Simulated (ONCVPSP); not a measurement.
## Pseudopotential generation for potassium (K): ONCV, PBEsol, scalar-relativistic.

Input for ONCVPSP 4.0.1:

```
# ATOM AND REFERENCE CONFIGURATION
# atsym  z   nc   nv     iexc    psfile
  K 19.00    4    2  -116133      upf
#
#   n    l    f
    1    0    2.00
    2    0    2.00
    2    1    6.00
    3    0    2.00
    3    1    6.00
    4    0    0.50
#
# PSEUDOPOTENTIAL AND OPTIMIZATION
# lmax
    3
#
#   l,   rc,      ep,       ncon, nbas, qcut
    0    2.95    0.00    4    7    1.70
    1    1.25    0.00    4    9    7.20
    2    2.60    0.21    4    8    3.80
    3    2.30    0.02    4    8    5.30
#
# LOCAL POTENTIAL
# lloc, lpopt,  rc(5),   dvloc0
    4    5    0.95    0.00
#
# VANDERBILT-KLEINMAN-BYLANDER PROJECTORs
# l, nproj, debl
    0    2    0.70
    1    3    0.50
    2    2    3.00
    3    2    0.40
#
# MODEL CORE CHARGE
# icmod, fcfact, rcfact
    3    3.00    1.55
#
# LOG DERIVATIVE ANALYSIS
# epsh1, epsh2, depsh
   -2.00    5.00    0.02
#
# OUTPUT GRID
# rlmax, drl
    6.00    0.01
#
# TEST CONFIGURATIONS
# ncnf
    4
# nvcnf
#   n    l    f
    2
    3    1    6.00
    4    0    1.00
#
    2
    3    1    6.00
    4    0    0.00
#
    3
    3    1    6.00
    4    0    0.00
    4    1    1.00
#
    2
    3    1    5.00
    4    0    1.00
#
```

Command:

```bash
oncvpsp.x < K.dat > K.out
```

Resulting log (shortened: citation, most of the input echo, consistency checks and plot data are left out):

```
ONCVPSP  (Optimized Norm-Conservinng Vanderbilt PSeudopotential)
scalar-relativistic version 4.0.1

#   n    l    f        energy (Ha)
    1    0    2.00    -1.2935943E+02
    2    0    2.00    -1.3071424E+01
    2    1    6.00    -1.0390180E+01
    3    0    2.00    -1.3993332E+00
    3    1    6.00    -7.9362445E-01
    4    0    0.50    -1.5429955E-01

Reference configufation results
  iterations    25
  all-electron total energy (Ha)   -6.01225063D+02

Begin loop to  construct optimized pseudo wave functions
and semi-local pseudopoentials for all angular momenta

   Wellstate for l =  0  n =  5
     eigenvalue =   0.5457
     asymptotic potential =   1.0457
     half-point radius =  5.3591

Calculating optimized projector #   1

 for l=   0

    Fraction of norm inside rc  0.152857
    Optimizing pswf for qcut=   1.70 a_B^-1,  ecut=   1.45 Ha
    Residual kinetic energy error=  7.52D-04 Ha

    Energy error per electron        Cutoff
         Ha          eV             Ha
         0.01000     0.27211        0.56
         0.00100     0.02721        1.44
         0.00010     0.00272        6.15
         0.00001     0.00027       13.35

Calculating optimized projector #   2

 for l=   0

    Fraction of norm inside rc  0.284997
    Optimizing pswf for qcut=   1.70 a_B^-1,  ecut=   1.45 Ha
    Residual kinetic energy error=  6.09D-02 Ha

    Energy error per electron        Cutoff
         Ha          eV             Ha
         0.01000     0.27211        5.17
         0.00100     0.02721       17.83
         0.00010     0.00272       20.86
         0.00001     0.00027       28.53

WARNING wellstate: negative energy specified for n= 4 l=  1
WARNING scattering state with energy  0.25000000
WARNING will be used for the first projector

   Wellstate for l =  1  n =  4
     eigenvalue =   0.2500
     asymptotic potential =   0.7500
     half-point radius =  4.2418

   Wellstate for l =  1  n =  5
     eigenvalue =   0.7500
     asymptotic potential =   1.2500
     half-point radius =  5.4034

Calculating optimized projector #   1

 for l=   1

    Fraction of norm inside rc  0.433885
    Optimizing pswf for qcut=   7.20 a_B^-1,  ecut=  25.92 Ha
    Residual kinetic energy error=  1.21D-04 Ha

    Energy error per electron        Cutoff
         Ha          eV             Ha
         0.01000     0.27211        8.40
         0.00100     0.02721       14.49
         0.00010     0.00272       27.25
         0.00001     0.00027      148.90

Calculating optimized projector #   2

 for l=   1

    Fraction of norm inside rc  0.082808
    Optimizing pswf for qcut=   7.20 a_B^-1,  ecut=  25.92 Ha
    Residual kinetic energy error=  3.94D-05 Ha

    Energy error per electron        Cutoff
         Ha          eV             Ha
         0.01000     0.27211        7.26
         0.00100     0.02721       10.43
         0.00010     0.00272       22.13
         0.00001     0.00027       69.05

Calculating optimized projector #   3

 for l=   1

    Fraction of norm inside rc  0.056441
    Optimizing pswf for qcut=   7.20 a_B^-1,  ecut=  25.92 Ha
    Residual kinetic energy error=  3.70D-05 Ha

    Energy error per electron        Cutoff
         Ha          eV             Ha
         0.01000     0.27211        7.28
         0.00100     0.02721       10.44
         0.00010     0.00272       21.53
         0.00001     0.00027       47.06

WARNING wellstate: moderately localized bound state found for n= 3 l=  2
WARNING scattering state with energy  0.05000000
WARNING will be used for the first projector

   Wellstate for l =  2  n =  4
     eigenvalue =   0.0500
     asymptotic potential =   0.5500
     half-point radius = 16.0971

   Wellstate for l =  2  n =  6
     eigenvalue =   3.0500
     asymptotic potential =   3.5500
     half-point radius =  4.2158

Calculating optimized projector #   1

 for l=   2

    Fraction of norm inside rc  0.234362
    Optimizing pswf for qcut=   3.79 a_B^-1,  ecut=   7.19 Ha
    Residual kinetic energy error=  2.96D-03 Ha

    Energy error per electron        Cutoff
         Ha          eV             Ha
         0.01000     0.27211        5.96
         0.00100     0.02721       12.71
         0.00010     0.00272       33.07
         0.00001     0.00027       40.08

Calculating optimized projector #   2

 for l=   2

    Fraction of norm inside rc  0.211943
    Optimizing pswf for qcut=   3.79 a_B^-1,  ecut=   7.19 Ha
    Residual kinetic energy error=  4.35D-01 Ha

    Energy error per electron        Cutoff
         Ha          eV             Ha
         0.01000     0.27211       38.17
         0.00100     0.02721       46.24
         0.00010     0.00272       58.17
         0.00001     0.00027       86.02

   Wellstate for l =  3  n =  4
     eigenvalue =   0.0200
     asymptotic potential =   0.5200
     half-point radius = 34.5429

   Wellstate for l =  3  n =  5
     eigenvalue =   0.4200
     asymptotic potential =   0.9200
     half-point radius = 10.2332

Calculating optimized projector #   1

 for l=   3

    Fraction of norm inside rc  0.000099
    Optimizing pswf for qcut=   5.31 a_B^-1,  ecut=  14.08 Ha
    Residual kinetic energy error=  2.44D-09 Ha

    Energy error per electron        Cutoff
         Ha          eV             Ha
         0.01000     0.27211        0.17
         0.00100     0.02721        0.38
         0.00010     0.00272        0.85
         0.00001     0.00027        2.50

Calculating optimized projector #   2

 for l=   3

    Fraction of norm inside rc  0.017214
    Optimizing pswf for qcut=   5.31 a_B^-1,  ecut=  14.08 Ha
    Residual kinetic energy error=  7.33D-07 Ha

    Energy error per electron        Cutoff
         Ha          eV             Ha
         0.01000     0.27211        1.51
         0.00100     0.02721        3.89
         0.00010     0.00272        7.60
         0.00001     0.00027       10.86

Construct Vanderbilt / Kleinmman-Bylander projectors

B matrix Hermiticity error, ll=   0
   1   2    1.4943E-05

  Orthonormal projector coefficients  7.4055E+00  8.9185E-01

B matrix Hermiticity error, ll=   1
   1   2    6.3001E-05
   1   3   -8.2350E-05
   2   3    1.3504E-05

  Orthonormal projector coefficients -2.4321E+02  5.8410E+00  7.7434E-01

B matrix Hermiticity error, ll=   2
   1   2   -1.5956E-05

  Orthonormal projector coefficients -1.3522E+01 -2.5632E+00

B matrix Hermiticity error, ll=   3
   1   2    2.5331E-08

  Orthonormal projector coefficients -7.1006E+00 -1.5253E+00

Model core correction analysis
  based on d2Exc/dn_idn_j

d2excae - all-electron derivatives

   -3.079704D-02   -3.609928D-03
   -3.594355D-03   -5.778953D-02

d2excps - pseudofunction derivatives with no core correction

   -4.002934D-02   -3.707415D-03
   -3.688833D-03   -5.948239D-02

rms 2nd derivative error    4.693601E-03

rmatch, rhocmatch    0.7602    4.8176

Teter function model core charge with specified parameters

d2excps - pseudofunction derivatives with core correction

   -3.548464D-02   -3.686249D-03
   -3.667672D-03   -5.948136D-02

rms 2nd derivative error    2.492343E-03

Pseudoatom total energy  -16.239001

Diagnostic tests using Vanderbilt-Kleinman-Bylander pseudopotentials
  1 or more projectors used as specified by nproj input data

   l    rcore       rmatch      e in        delta e   norm test  slope test

   0   2.9559081   3.0456558  -0.1542996   0.0000000   1.0000071   1.0000057
   0   2.9559081   3.0456558   0.5457005   0.0000011   1.0000705   1.0000705

   1   1.2565497   1.2947013  -0.7936245  -0.0000063   1.0000602   1.0001005
   1   1.2565497   1.2947013   0.2500000   0.0000055   1.0001787   1.0001787
   1   1.2565497   1.2947013   0.7500000   0.0000056   1.0002073   1.0002073

   2   2.6069538   2.6861065   0.0500000   0.0000002   0.9999766   0.9999766
   2   2.6069538   2.6861065   3.0500000   0.0000052   0.9999765   0.9999765

   3   2.3129898   2.3832172   0.0200000   0.0000049   1.0000180   1.0000180
   3   2.3129898   2.3832172   0.4200000   0.0000081   1.0000307   1.0000307

 Testing for bound ghosts
   n   l    E NL Schr. Eq   E Basis Diag.   E Cutoff

       0                       -2.403854     21.22  WARNING - GHOST(-)
   1   0       -0.154300       -0.146791     21.22

       1                      -74.980514    315.87  WARNING - GHOST(-)
   2   1       -0.793631       -0.784272    315.87

       2                       -2.873697     50.73  WARNING - GHOST(-)
       2                       -0.033815     50.73  WARNING - GHOST(-)

 Testing for highly-localized positive-energy ghosts
       l    <radius>/rc     E Basis Diag.   E Cutoff

       0        0.861660        1.412971     21.22  WARNING - GHOST(+)

       3        0.802627        2.199620     71.72  WARNING - GHOST(+)

Test configuration 0

   n   l     f        eae           eps        diff
   1   0  2.0000 -129.35943012
   2   0  2.0000  -13.07142395
   2   1  6.0000  -10.39018018
   3   0  2.0000   -1.39933317
   3   1  6.0000   -0.79362445   -0.79363074   -6.29D-06
   4   0  0.5000   -0.15429955   -0.15429951    3.96D-08

    Total energies and differences
      AE_ref= -6.01225063D+02  AE_tst= -6.01225063D+02  dif=  0.00D+00
      PS_ref= -1.62390013D+01  PS_tst= -1.62390013D+01  dif=  3.55D-15
      PSP excitation error= -3.55D-15

Test configuration 1

   n   l     f        eae           eps        diff
   1   0  2.0000 -129.25527904
   2   0  2.0000  -12.96745370
   2   1  6.0000  -10.28620503
   3   0  2.0000   -1.29603918
   3   1  6.0000   -0.69078327   -0.69144884   -6.66D-04
   4   0  1.0000   -0.08457350   -0.08470533   -1.32D-04

    Total energies and differences
      AE_ref= -6.01225063D+02  AE_tst= -6.01284626D+02  dif= -5.96D-02
      PS_ref= -1.62390013D+01  PS_tst= -1.62986187D+01  dif= -5.96D-02
      PSP excitation error=  5.44D-05

Test configuration 2

   n   l     f        eae           eps        diff
   1   0  2.0000 -129.48051461
   2   0  2.0000  -13.19228426
   2   1  6.0000  -10.51103545
   3   0  2.0000   -1.51914724
   3   1  6.0000   -0.91246695   -0.91087835    1.59D-03

    Total energies and differences
      AE_ref= -6.01225063D+02  AE_tst= -6.01129646D+02  dif=  9.54D-02
      PS_ref= -1.62390013D+01  PS_tst= -1.61437730D+01  dif=  9.52D-02
      PSP excitation error=  1.88D-04

Test configuration 3

   n   l     f        eae           eps        diff
   1   0  2.0000 -129.31072195
   2   0  2.0000  -13.02299260
   2   1  6.0000  -10.34168397
   3   0  2.0000   -1.35123324
   3   1  6.0000   -0.74512200   -0.74364178    1.48D-03
   4   1  1.0000   -0.05021149   -0.05018269    2.88D-05

    Total energies and differences
      AE_ref= -6.01225063D+02  AE_tst= -6.01228854D+02  dif= -3.79D-03
      PS_ref= -1.62390013D+01  PS_tst= -1.62428081D+01  dif= -3.81D-03
      PSP excitation error=  1.49D-05

Test configuration 4

   n   l     f        eae           eps        diff
   1   0  2.0000 -129.83398259
   2   0  2.0000  -13.52640298
   2   1  6.0000  -10.84766201
   3   0  2.0000   -1.77649495
   3   1  5.0000   -1.15266803   -1.16241264   -9.74D-03
   4   0  1.0000   -0.31557152   -0.31288199    2.69D-03

    Total energies and differences
      AE_ref= -6.01225063D+02  AE_tst= -6.00369706D+02  dif=  8.55D-01
      PS_ref= -1.62390013D+01  PS_tst= -1.53782640D+01  dif=  8.61D-01
      PSP excitation error= -5.38D-03
```

Note: ghosts flagged at negative energy: s at -65.4 eV, p at -2040.3 eV, d at -78.2 eV (a further GHOST(-) flag falls on a real empty level of the atom); GHOST(+) flagged for s at 38.4 eV, f at 59.9 eV. A true bound ghost makes a file unfit for plane-wave use.

The run took about 11 s on one core of a shared server CPU.
